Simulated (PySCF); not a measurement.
Cd(I)2 cation (CdI₂), SMILES [Cd]([I])[I] (connectivity only; charge and spin as stated), charge +1, multiplicity 2.

Geometry optimised at B3LYP-D3(BJ)/def2-SVP. The multiplicity is an assumed one; other spin states were not compared. The isomer is the one that the SMILES or the coordinates give; other isomers of the formula were not compared. The def2 effective core potentials stand for the cores of Cd, I; spin–orbit coupling is left out.

Level of theory: C-PCM-ωB97X/def2-SVP run with PySCF.

The values are the electrostatic part of the solvation free energy, E(continuum) − E(gas) at the gas-phase geometry, in a cavity of scaled van der Waals radii (PySCF's table); cavitation and dispersion terms are not included. A continuum can't describe solvent molecules that bind to the metal.

Q: Estimate the values in water (ε = 78.36), N,N-dimethylformamide (ε = 37.22), methanol (ε = 32.61). (An estimate is asked for; the answer gives what the named calculation found.)

A: 
```tsv
solvent	ε	ΔG(elec) (kcal/mol)
water	78.36	-82.5
N,N-dimethylformamide	37.22	-81.2
methanol	32.61	-80.8
```
